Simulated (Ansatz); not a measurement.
Geometry optimisation, RKS B3LYP/6-31G (Ansatz).

Input file:

```yaml
crystal:
  periodic: [false, false, false]
  atoms:
    - { symbol: Si, position_ang: [0.0, 0.0, 0.0] }
    - { symbol: O, position_ang: [0.0, 0.0, 1.68] }
    - { symbol: C, position_ang: [-1.1112, -0.3437, 2.4945] }
    - { symbol: H, position_ang: [-1.814, -0.9775, 1.9143] }
    - { symbol: H, position_ang: [-0.7584, -0.9037, 3.3856] }
    - { symbol: H, position_ang: [-1.6313, 0.5809, 2.8212] }
    - { symbol: Si, position_ang: [2.0935, 0.0, -0.7393] }
    - { symbol: H, position_ang: [2.5508, -1.3762, -0.9079] }
    - { symbol: H, position_ang: [2.1573, 0.6939, -2.0222] }
    - { symbol: H, position_ang: [2.951, 0.6823, 0.2255] }
    - { symbol: H, position_ang: [-0.6877, 1.1914, -0.4862] }
    - { symbol: H, position_ang: [-0.6877, -1.1914, -0.4862] }
basis:
  gaussian: { orbitals: "6-31G" }
hamiltonian:
  xc: b3lyp
relax:
  f_tol: 0.02
  max_steps: 40
```

Run as:

```bash
$ ansatz run input.yaml --threads 1 --pin off --max-ram 2048MiB --backend cpu --events-out ev --progress --plain --runs-dir out
```

Q: Where does it end, and by what steps?

A: The forces met the threshold. Limits of this set-up: no polarisation functions. After 8 steps the energy has fallen by 0.391 eV; H12 moved furthest, 0.46 Å.

| step | energy less start (eV) | largest force component (eV/Å) | accepted |
| --- | --- | --- | --- |
| 0 | 0.0000 | 1.326 | yes |
| 1 | -0.3103 | 0.771 | yes |
| 2 | -0.3490 | 0.341 | yes |
| 3 | -0.3762 | 0.280 | yes |
| 4 | -0.3727 | 0.410 | no |
| 5 | -0.3869 | 0.040 | yes |
| 6 | -0.3893 | 0.090 | yes |
| 7 | -0.3901 | 0.075 | yes |
| 8 | -0.3910 | 0.002 | yes |

```xyz
12
Properties=species:S:1:pos:R:3
Si -0.052 0.057 -0.015
O 0.021 -0.372 1.677
C -1.153 -0.440 2.525
H -1.864 -1.198 2.169
H -0.810 -0.717 3.524
H -1.667 0.530 2.581
Si 2.181 0.001 -0.772
H 2.749 -1.383 -0.657
H 2.223 0.413 -2.219
H 3.031 0.952 0.018
H -0.668 1.428 -0.184
H -0.928 -0.917 -0.770
```

Whether the end is a true minimum wasn't checked by a vibrational analysis.

Time of the run: 36 s on 1 thread of Arm Neoverse V2 (shared host), peak memory 0.13 GiB.
